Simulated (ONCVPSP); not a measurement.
**Transferability test, ONCV potential for boron**

- Element: B
- Generator: ONCVPSP 4.0.1
- Type: optimised norm-conserving Vanderbilt (ONCV)
- Functional: LDA (Perdew-Wang 92)
- Relativity: scalar-relativistic
- Frozen core: [He]
- Valence charge: 3
- Reference configuration: 2s1 (charge +2)
- Partial waves: 2s: rc 1.10 bohr, ncon 4, nbas 8, qcut 4.7 1/bohr, 2 projectors, debl 3.9 Ha; p scattering state at 0.18 Ha: rc 0.90 bohr, ncon 3, nbas 7, qcut 11 1/bohr, 2 projectors, debl 1.6 Ha; d scattering state at 0.05 Ha: rc 0.95 bohr, ncon 4, nbas 9, qcut 11.2 1/bohr, 3 projectors, debl 2.7 Ha
- Local potential: polynomial inside 0.55 bohr (lpopt 5, dvloc0 0 Ha)
- Core correction: Teter function, fcfact 3.5, rcfact 1.2

In the p channel the program set the typed energies aside and used 0.050, 1.650 Ha.

Energies are relative to the spin-unpolarised reference configuration 2s1; without spin polarisation the order of configurations can differ from experiment.

```tsv
valence configuration	charge	ΔE all-electron (eV)	error AE − PS (meV)
2s2	+1	-25.298	+39
2s2 2p0.5	+0.5	-30.679	+63
```

(1) What are ΔE and the potential's error for 2s1 2p1?

(2) What are ΔE and the potential's error for 2s2 2p1?

Answers

(1) ΔE = -19.343 eV all-electron; the error (AE − PS) is +44 meV.

(2) ΔE = -33.619 eV all-electron; the error (AE − PS) is +78 meV.
